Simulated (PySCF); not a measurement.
**How methods differ on the excitation energy of Sn**

Sn [Kr] 4d10 5s2 5p2 (3P) → Sn [Kr] 4d10 5s2 5p1 6s1 (3P), as a difference of total energies. Computed with PySCF 2.14 in aug-cc-pVDZ-PP with ECP28MDF, with a scalar-relativistic core potential. Correlated levels: valence: 4s2 4p6 4d10 frozen. The calculations carry no spin-orbit coupling.

| method | excitation energy (eV) |
| --- | --- |
| UHF | 4.226 |
| SCS-MP2 (valence) | 4.242 |
| CCSD (valence) | 4.253 |
| CCSD(T) (valence) | 4.248 |

**Question.** Estimate what CCSDT (valence) gives.

**Answer.** 4.246 eV, closest to CCSD(T) (valence) among the rows shown.

**Question.** Estimate what MP2 (valence) gives.

**Answer.** 4.252 eV, closest to CCSD (valence) among the rows shown.

Errors of the correlated levels include the incompleteness of this basis and the frozen core.

For comparison: 4.275 eV (measured; NIST levels, between the centres of gravity of the two terms).
